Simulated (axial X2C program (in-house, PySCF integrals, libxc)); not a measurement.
## Potential curves of MoP, two-component

Computed with an in-house relativistic program for diatomic molecules. Two-component (2c) means X2C with spin–orbit coupling and atomic mean-field two-electron Coulomb and Gaunt terms. Basis: Mo dyall-cv3z [11s12p9d5f3g], P dyall-v3z [8s7p2d1f] (cores contracted in-house); Gaussian nuclei, density fitting, unrestricted open shells. Masses: Mo 97.905 u, P 30.974 u.

State: Ω = 3/2 (⟨Sz⟩ = 1.50, ⟨Lz⟩ = 0.00 at PBE0). Energies in eV from the fragments at the same level (Mo + P). Fits are polynomials in 1 − R0/R over 0.85 to 1.23 times the lowest point R0.

| R (Å) | PBE0 | BLYP |
| --- | --- | --- |
| 1.8583 | -1.8111 | -2.6616 |
| 1.9438 | -2.4682 | -3.3924 |
| 2.0078 | -2.7310 | -3.6956 |
| 2.0719 | -2.8564 | -3.8424 |
| 2.1360 | -2.8859 | -3.8706 |
| 2.2108 | -2.8404 | -3.7952 |
| 2.2855 | -2.7403 | -3.6417 |
| 2.3816 | -2.5649 | -3.3792 |
| 2.4991 | -2.3147 | -3.0189 |
| 2.6700 | -1.9331 | -2.5009 |

One determinant describes the state; a PBE0 search over occupations chose it and may have missed a lower one. De is counted from the lowest determinant-based energies of the atoms at the same level, without counterpoise correction. Density functionals use the spin component along the axis (collinear). With several unpaired electrons one determinant need not be a pure state. This is the top spin component of a Σ state; components of lower Ω are not single determinants and can lie lower. The determinant is spin-polarised beyond a pure state at some levels (its spin-free form has ⟨S²⟩ too high), which makes Re and μ there less reliable.

Q: What are Re, ωe and De at the PBE0 level?

A: At PBE0, 2c: Re = 2.129 Å, ωe ≈ 433 cm⁻¹, De = 2.89 eV to Mo + P; Be follows as 0.158 cm⁻¹.

Q: Fit the BLYP curve near its minimum: give the equilibrium distance, the harmonic wavenumber and the well depth.

A: At BLYP, 2c: Re = 2.122 Å, ωe ≈ 512 cm⁻¹, De = 3.87 eV to Mo + P; Be follows as 0.159 cm⁻¹.
